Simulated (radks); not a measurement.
Values are calculated unless marked as measured or tabulated.
Q: The table gives one normalised radial function P(r) = r R(r) of Ga9+ in [Ar] 3d4 (r in bohr). Code: a radial shooting solver on a logarithmic mesh with Libxc functionals. Model: scalar-relativistic Kohn-Sham, r2SCAN, spin-polarised, spherical densities, finite nucleus; open shells are filled with parallel spins first; meta-GGA in the generalised Kohn-Sham scheme; Fermi nuclear charge, rms radius 3.9973 fm.

r,P
0.002865,0.0080
0.003613,0.0123
0.004521,0.0186
0.005701,0.0285
0.007132,0.0429
0.008995,0.0655
0.01125,0.0978
0.01419,0.1472
0.01775,0.2163
0.02239,0.3180
0.02801,0.4541
0.03533,0.6430
0.0442,0.8771
0.05574,1.1711
0.06973,1.4901
0.08794,1.8206
0.11,2.0842
0.1387,2.2261
0.1736,2.1730
0.2189,1.8969
0.2739,1.4597
0.3454,0.9429
0.4321,0.5123
0.5449,0.2142
0.6817,0.0692
0.8597,0.0149
1.076,0.0022
1.356,0.0002
1.697,0.0000
2.14,0.0000

Which n and l does it have? It may be an empty orbital.

A: n = 2, l = 1: the number of nodes gives n - l - 1 = 0, the rise at small r (about r^(l+1)) gives l, and the extent must fit the shell. The curve is that of 2p up; the table hardly tells the two spins apart. 2p up: eigenvalue -1344.1 eV, 0 radial nodes, <r> = 0.191 bohr, 90 % of the charge inside 0.311 bohr.
